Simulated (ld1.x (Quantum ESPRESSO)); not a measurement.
## Which change was made? (Mg, TM)

ld1.x (Quantum ESPRESSO) 7.5 input, shortened:

```
&input
   title='Mg', zed=12., rel=1, dft='PBE', iswitch=3,
   config='[Ne] 3s2 3p0 3d-2'
 /
 &inputp
   pseudotype=2, tm=.true., lloc=2,
   nlcc=.true., new_core_ps=.true.
 /
3
3S  1  0   2.00   0.00  2.35  2.35  0.0
3P  2  1   0.00   0.00  2.70  2.70  0.0
3D  3  2  -2.00   0.05  2.65  2.65  0.0
 &test
   configts(1)='3s2 3p0'
 /
```

Cutoffs, loose and tight: the cutoffs (Ry, on a coarse ladder) from which the occupation-weighted sum of valence levels, in a spherical-Bessel basis at the reference potential, stays within 10 and 1 mRy of its value at 400 Ry. They do not see the model core or the augmentation charge, which bear on the density cutoff. Test errors are all-electron minus pseudo excitation energies from the reference, over the configurations 3s1 3p0; 3s1.5 3p0; 3s1 3p1; 3s0 3p2; 3s0 3p1; variants that change the core or the reference have their own tests.

The base gives: outcome: generated; cutoff, loose: 6 Ry; cutoff, tight: 18 Ry; bound ghosts: none; largest test error (meV): -8.7.

After one change the result is: outcome: generated; cutoff, loose: 6 Ry; cutoff, tight: 15 Ry; bound ghosts: none; largest test error (meV): -16. Which change was it?
A. wave 3d channel at 0.05 Ry: rc 2.65 bohr becomes 3d channel at 3.4 Ry: rc 2.65 bohr
B. reference 3s1 3p1
C. wave 3s (bound): rc 2.35 bohr becomes 3s (bound): rc 2.62 bohr

C. The others give: wave 3d channel at 0.05 Ry: rc 2.65 bohr becomes 3d channel at 3.4 Ry: rc 2.65 bohr → outcome: generated; cutoff, loose: 8 Ry; cutoff, tight: 21 Ry; bound ghosts: s, p; largest test error (meV): 5 of 5 tests not solved or not reliable | reference 3s1 3p1 → outcome: generated; cutoff, loose: 6 Ry; cutoff, tight: 10 Ry; bound ghosts: none; largest test error (meV): -2.2.
